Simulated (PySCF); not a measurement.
C7H9Cl.
Atom-mapped SMILES: `[CH2:1]=[CH:2][C:3](/[CH:4]=[CH:5]\[Cl:6])=[CH:7]/[CH3:8]` (hydrogens: H9, H10 on C1; H11 on C2; H12 on C4; H13 on C5; H14 on C7; H15, H16, H17 on C8)

The closed-shell SCF was solved with PySCF and density fitting under several settings on one GFN2-xTB geometry (grid level 2 and gas phase unless stated).

| settings | basis functions | SCF cycles | E (Eh) | HOMO (eV) | LUMO (eV) | dipole (D) |
| --- | --- | --- | --- | --- | --- | --- |
| PBE0/pcSseg-1 | 188 | 14 | -731.7597 | -6.52 | -0.65 | 1.52 |
| PBE0/def2-SVPD | 239 | 14 | -731.4935 | -6.54 | -0.72 | 1.54 |
| wB97X-D/pcSseg-0, energy threshold 1e-08 Eh | 94 | 10 | -731.0883 | -8.31 | 1.18 | 1.86 |
| wB97X/ANO-RCC-VDZP, level shift 0.3 Eh | 161 | 14 | -731.9390 | -8.56 | 1.68 | 1.58 |

**Question.** Estimate the row for these settings: PBE0/6-31++G**.

**Answer.** 
```csv
settings,basis functions,SCF cycles,E (Eh),HOMO (eV),LUMO (eV),dipole (D)
PBE0/6-31++G**,202,14,-731.8111,-6.47,-0.68,1.56
```

**Question.** Over all rows, what range does the HOMO–LUMO gap span?

**Answer.** From 5.79 eV (PBE0/6-31++G**) to 10.24 eV (wB97X/ANO-RCC-VDZP, level shift 0.3 Eh). The functional of the narrowest has 25 % exact exchange, that of the widest range-separated exact exchange.

**Question.** And the dipole moment?

**Answer.** From 1.52 D (PBE0/pcSseg-1) to 1.86 D (wB97X-D/pcSseg-0, energy threshold 1e-08 Eh); the largest is 1.22 times the smallest, and the median is 1.56 D.

**Question.** Compare two rows with the functional PBE0: PBE0/6-31++G** and PBE0/def2-SVPD. Which energy is lower, and by how much?

**Answer.** PBE0/6-31++G** (202 functions) lies 0.3176 Eh or 199 kcal/mol below PBE0/def2-SVPD (239 functions). The smaller set gives the lower energy; the two sets aren't nested, so the variational bound doesn't order them by size.

wB97X-D ran without the empirical dispersion term, which would shift the total energy alone. Cycle counts include a coarse-grid stage where the run had one. All basis functions are spherical, in the Pople sets too. ANO-RCC sets were contracted for a scalar-relativistic Hamiltonian, but ran non-relativistically here.

The values belong to the conformer `[CH2:1]=[CH:2][C:3](/[CH:4]=[CH:5]\[Cl:6])=[CH:7]/[CH3:8]`: C1–C2–C3–C4 2°, C2–C3–C4–C5 80°.
